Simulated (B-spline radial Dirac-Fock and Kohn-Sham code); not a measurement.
**Binding energies of Cd at several levels of theory**

System: the free cadmium atom in the configuration [Kr] 4d10 5s2.

The density-functional columns are spherical, spin-unpolarised Dirac-Kohn-Sham results without Breit or QED terms: −ε is minus the orbital energy of the initial state and ΔSCF the difference of two total energies, and "half-occupied" is minus the orbital energy with half an electron removed (Slater transition state). The reference in the last column comes from Dirac-Fock ΔSCF + Breit + QED. All numbers are from an atomic code on a B-spline grid, in eV; a selection of levels is shown. The Kohn-Sham columns are given as differences from the reference. For the 1s level of heavy atoms much of the gap between ΔSCF and the reference is the Breit and QED part, -84.0 eV here; for other levels the error of the functional can be larger.

| level | LDA ΔSCF − DF | LDA half-occupied − DF | PBE −ε − DF | PBE ΔSCF − DF | PBE0 −ε − DF | Dirac-Fock |
| --- | --- | --- | --- | --- | --- | --- |
| K | +75.6 | +76.2 | -209.8 | +108.8 | -120.2 | 26718.0 |
| L1 | -47.7 | -47.9 | -97.9 | -44.1 | -62.3 | 4032.3 |
| L2 | -6.7 | -6.9 | -73.0 | -5.4 | -42.8 | 3735.8 |
| L3 | -12.9 | -13.1 | -75.7 | -12.0 | -45.7 | 3546.0 |
| M1 | -31.3 | -31.5 | -47.5 | -30.2 | -31.1 | 780.9 |
| M2 | -19.8 | -19.9 | -37.3 | -19.5 | -23.4 | 661.8 |
| M3 | -19.9 | -20.1 | -36.9 | -19.7 | -23.4 | 627.0 |
| M4 | -1.3 | -1.4 | -20.7 | -1.7 | -11.0 | 418.2 |
| M5 | -1.7 | -1.9 | -20.9 | -2.1 | -11.3 | 411.4 |
| N1 | -10.3 | -10.4 | -17.9 | -10.3 | -11.8 | 123.8 |
| N2 | -5.6 | -5.7 | -13.1 | -5.7 | -8.4 | 84.05 |
| N3 | -5.9 | -6.0 | -13.1 | -5.9 | -8.5 | 78.27 |
| N4 | +1.8 | +1.7 | -4.7 | +1.6 | -2.5 | 16.82 |
| N5 | +1.7 | +1.6 | -4.7 | +1.5 | -2.5 | 16.14 |
| O1 | +2.3 | +2.2 | -1.7 | +1.9 | -1.0 | 7.34 |

For the outermost level NIST gives 8.99382 eV (measured); the differences from it are LDA ΔSCF +0.63, LDA half-occupied +0.59, PBE −ε -3.33, PBE ΔSCF +0.28, PBE0 −ε -2.64, Dirac-Fock -1.65 eV.

Values without a named source are computed, but for edge energies of neutral atoms, which are taken from tables.
